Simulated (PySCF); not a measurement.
First SCF of a structure search on sextet BrCoN, at a hand-made bent geometry. PySCF input:

```python
from pyscf import gto, scf, dft
mol = gto.M(atom='''
Co     0.000000     0.000000     0.000000
N     -1.335200     0.000000     0.934900
Br     1.843100     0.000000     1.290500''',
    basis={'Co': 'def2-TZVP', 'N': 'def2-TZVP', 'Br': 'def2-TZVP'},
    charge=0, spin=5)
mf = dft.UKS(mol, xc='PBE0')
mf.grids.atom_grid = (50, 194)
aux = {'Co': 'def2-universal-JKFIT', 'N': 'def2-universal-JKFIT', 'Br': 'def2-universal-JKFIT'}
mf = mf.density_fit(auxbasis=aux)
mf.conv_tol = 1e-08
mf.diis_space = 10
mf.max_cycle = 60
mf.init_guess = 'minao'
mf.verbose = 4
mf.kernel()
```

Excerpt of the output (cycles alone); where DIIS stalls, ADIIS, DIIS with a small level shift and a second-order solver take over in turn:

```
init E= -4009.06488615099
cycle= 1 E= -3994.14510893514  delta_E= 14.9  |g|= 5.74  |ddm|= 11.1
cycle= 2 E= -3945.50582487639  delta_E= 48.6  |g|= 13.4  |ddm|= 14.4
cycle= 3 E= -3990.29608755589  delta_E= -44.8  |g|= 8.88  |ddm|= 7.35
cycle= 4 E= -3995.34433255226  delta_E= -5.05  |g|=  7.5  |ddm|= 2.67
cycle= 5 E= -3998.33160424169  delta_E= -2.99  |g|= 6.71  |ddm|= 3.57
cycle= 6 E= -4004.50772844416  delta_E= -6.18  |g|= 5.07  |ddm|= 3.24
cycle= 7 E= -4005.48206505348  delta_E= -0.974  |g|= 4.35  |ddm|=  1.2
cycle= 8 E= -4007.76309241819  delta_E= -2.28  |g|= 3.53  |ddm|= 1.35
cycle= 9 E= -4009.4352093685  delta_E= -1.67  |g|=  2.4  |ddm|= 0.592
cycle= 10 E= -4010.31795836624  delta_E= -0.883  |g|= 1.67  |ddm|= 0.471
cycle= 11 E= -4010.66346794144  delta_E= -0.346  |g|= 1.08  |ddm|= 0.524
cycle= 12 E= -4010.82508922338  delta_E= -0.162  |g|= 0.821  |ddm|= 0.709
cycle= 13 E= -4010.98470452482  delta_E= -0.16  |g|= 0.144  |ddm|= 0.334
... 38 lines left out ...
cycle= 52 E= -4010.99467228828  delta_E= -0.000846  |g|= 0.0263  |ddm|= 0.0747
cycle= 53 E= -4010.99507976803  delta_E= -0.000407  |g|= 0.0214  |ddm|= 0.0378
cycle= 54 E= -4010.99469408624  delta_E= 0.000386  |g|= 0.0218  |ddm|= 0.0266
cycle= 55 E= -4010.99582085264  delta_E= -0.00113  |g|= 0.0205  |ddm|= 0.0783
cycle= 56 E= -4010.99592981919  delta_E= -0.000109  |g|= 0.0214  |ddm|= 0.0109
cycle= 57 E= -4010.99660942181  delta_E= -0.00068  |g|= 0.0167  |ddm|= 0.0417
cycle= 58 E= -4010.99773302239  delta_E= -0.00112  |g|= 0.0196  |ddm|= 0.0771
cycle= 59 E= -4010.99775759433  delta_E= -2.46e-05  |g|= 0.0116  |ddm|= 0.0715
cycle= 60 E= -4010.99629879641  delta_E= 0.00146  |g|= 0.0155  |ddm|= 0.103
SCF not converged.
init E= -4009.06488615099
cycle= 1 E= -3994.14510893514  delta_E= 14.9  |g|= 5.74  |ddm|= 11.1
cycle= 2 E= -3945.50582487639  delta_E= 48.6  |g|= 13.4  |ddm|= 14.4
cycle= 3 E= -4001.91420856272  delta_E= -56.4  |g|= 6.03  |ddm|= 8.69
cycle= 4 E= -4010.26969612234  delta_E= -8.36  |g|= 1.09  |ddm|=  3.2
cycle= 5 E= -4004.93588899121  delta_E= 5.33  |g|= 2.41  |ddm|= 6.11
cycle= 6 E= -4010.36484560568  delta_E= -5.43  |g|= 0.98  |ddm|= 5.66
cycle= 7 E= -4010.86155927012  delta_E= -0.497  |g|= 0.601  |ddm|=  1.1
cycle= 8 E= -4007.97695291767  delta_E= 2.88  |g|= 3.32  |ddm|= 1.48
cycle= 9 E= -4010.58991053046  delta_E= -2.61  |g|= 1.13  |ddm|= 1.05
cycle= 10 E= -4010.9646662741  delta_E= -0.375  |g|= 0.295  |ddm|= 0.45
cycle= 11 E= -4010.94023203796  delta_E= 0.0244  |g|= 0.479  |ddm|= 0.341
cycle= 12 E= -4010.99590316702  delta_E= -0.0557  |g|= 0.0396  |ddm|= 0.171
cycle= 13 E= -4010.99763003175  delta_E= -0.00173  |g|= 0.042  |ddm|=  0.1
cycle= 14 E= -4010.99301186412  delta_E= 0.00462  |g|= 0.157  |ddm|= 0.121
cycle= 15 E= -4010.99943971015  delta_E= -0.00643  |g|= 0.0535  |ddm|= 0.0729
cycle= 16 E= -4010.99793510028  delta_E= 0.0015  |g|= 0.116  |ddm|= 0.084
cycle= 17 E= -4011.00107436505  delta_E= -0.00314  |g|= 0.0353  |ddm|= 0.0543
cycle= 18 E= -4011.00025697464  delta_E= 0.000817  |g|= 0.0868  |ddm|= 0.0609
cycle= 19 E= -4011.00211038728  delta_E= -0.00185  |g|= 0.0335  |ddm|= 0.045
cycle= 20 E= -4011.00215751071  delta_E= -4.71e-05  |g|= 0.0563  |ddm|= 0.0433
SCF not converged.
init E= -4011.00215751071
cycle= 1 E= -4010.99544341302  delta_E= 0.00671  |g|= 0.187  |ddm|= 0.0813
cycle= 2 E= -4010.91201616199  delta_E= 0.0834  |g|= 0.642  |ddm|= 0.26
cycle= 3 E= -4010.9998352443  delta_E= -0.0878  |g|= 0.11  |ddm|= 0.161
cycle= 4 E= -4011.00346837086  delta_E= -0.00363  |g|= 0.00724  |ddm|= 0.0463
cycle= 5 E= -4011.00361364183  delta_E= -0.000145  |g|= 0.00821  |ddm|= 0.0138
cycle= 6 E= -4011.00374577889  delta_E= -0.000132  |g|= 0.00525  |ddm|= 0.0132
cycle= 7 E= -4011.00390364404  delta_E= -0.000158  |g|= 0.0036  |ddm|= 0.019
cycle= 8 E= -4011.00400884536  delta_E= -0.000105  |g|= 0.00268  |ddm|= 0.0159
cycle= 9 E= -4011.00410254752  delta_E= -9.37e-05  |g|= 0.00215  |ddm|= 0.0185
cycle= 10 E= -4011.00414478873  delta_E= -4.22e-05  |g|= 0.00212  |ddm|= 0.0104
cycle= 11 E= -4011.00419554183  delta_E= -5.08e-05  |g|= 0.00199  |ddm|= 0.0168
cycle= 12 E= -4011.00421970376  delta_E= -2.42e-05  |g|= 0.00139  |ddm|= 0.0096
cycle= 13 E= -4011.00424168523  delta_E= -2.2e-05  |g|= 0.00101  |ddm|= 0.011
cycle= 14 E= -4011.00425183273  delta_E= -1.01e-05  |g|= 0.000758  |ddm|= 0.00599
cycle= 15 E= -4011.00426767135  delta_E= -1.58e-05  |g|= 0.00137  |ddm|= 0.0128
cycle= 16 E= -4011.00427166717  delta_E= -4e-06  |g|= 0.000549  |ddm|= 0.00368
cycle= 17 E= -4011.00427644099  delta_E= -4.77e-06  |g|= 0.000686  |ddm|= 0.0061
cycle= 18 E= -4011.00427964863  delta_E= -3.21e-06  |g|= 0.000776  |ddm|= 0.00558
cycle= 19 E= -4011.00428148588  delta_E= -1.84e-06  |g|= 0.000588  |ddm|= 0.00434
cycle= 20 E= -4011.00428211355  delta_E= -6.28e-07  |g|= 0.000241  |ddm|= 0.00175
cycle= 21 E= -4011.00428258658  delta_E= -4.73e-07  |g|= 0.000334  |ddm|= 0.00272
cycle= 22 E= -4011.00428271711  delta_E= -1.31e-07  |g|= 0.000119  |ddm|= 0.000921
cycle= 23 E= -4011.00428275605  delta_E= -3.89e-08  |g|= 0.000124  |ddm|= 0.000805
cycle= 24 E= -4011.00428278247  delta_E= -2.64e-08  |g|= 4e-05  |ddm|= 0.000346
cycle= 25 E= -4011.00428278904  delta_E= -6.57e-09  |g|= 2.54e-05  |ddm|= 0.000152
Extra cycle  E= -4011.00428279013  delta_E= -1.1e-09  |g|= 6.61e-05  |ddm|= 7.12e-05
converged SCF energy = -4011.00428279013  <S^2> = 8.7669041  2S+1 = 6.0056321
```

No lower solution of this spin was found from smeared starts or by a stability analysis within the unrestricted form.

Other spin states or occupations of the open shell can lie lower.

The search for the lowest solution, 3 starts and the stability check together, took 34 s on 4 threads of a shared Arm Neoverse V1 host, with 124 basis functions; the process peaked at 0.47 GiB. Launch command: `OMP_NUM_THREADS=4 python axn.py task.json out`.
